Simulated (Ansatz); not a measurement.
```tsv
atom	x (Å)	y (Å)	z (Å)
Cr	0.0000	0.0000	0.0000
Mn	0.0000	0.0000	2.8600
```

Basis set: pcseg-2 (spherical functions). Some runs use density fitting. Charge 0, multiplicity 2.

Computed with Ansatz (development build ahead of 0.2.0); each method stands on the lowest determinant of its kind that the runs found.

**Question.** Give the atomization energy at this shape (free ground-state atoms in the same class of orbitals less the molecule, no zero-point energy) of doublet CrMn by PBE0 (unrestricted), PBE (unrestricted).

**Answer.**

```
             method  atomization energy
PBE0 (unrestricted)      10.77 kcal/mol
 PBE (unrestricted)      20.76 kcal/mol
```

Caution: another spin multiplicity may lie lower; the unrestricted determinant is a mixture of spin states.

The shape needn't be a minimum at these levels.
